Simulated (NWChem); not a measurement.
HfH3Cl; SMILES [Cl][HfH3]

All runs: NWChem. Medium grid unless said otherwise, to which SCAN and Minnesota functionals are sensitive. The geometry was optimised at PBE0/def2-SVP. def2 effective core potentials on Hf; no spin-orbit coupling. Hybrids' shares of exact exchange are those that their runs print; pure functionals count as 0. The functionals differ in more than this share.

```csv
row,share of exact exchange,orbital gap (eV)
PBE/def2-TZVP,0.00,4.14
PW91/def2-TZVP,0.00,4.14
B3LYP/def2-TZVP,0.20,6.00
B97-2/def2-TZVP,0.21,6.17
r2SCAN0/def2-TZVP,0.25,6.83
PW6B95/def2-TZVP,0.28,6.59
BHandHLYP/def2-TZVP,0.50,withheld
```

Problem. Fit a straight line of the last column on the one before it, predict the withheld value, and compare with the run.

Solution. 
1. Means of the 6 shown rows: x = 0.157, y = 5.645. Slope Σ(x − x̄)(y − ȳ)/Σ(x − x̄)² = 0.7421/0.07773 = 9.547; intercept 4.149.
2. The shown rows scatter about the line by 0.155 (root mean square); the largest residual is +0.29, at r2SCAN0/def2-TZVP.
3. At x = 0.50 (BHandHLYP/def2-TZVP; beyond the shown range) the line gives 8.92.
4. The run gives 8.77, -0.15 from the line, 1.0 times the scatter.
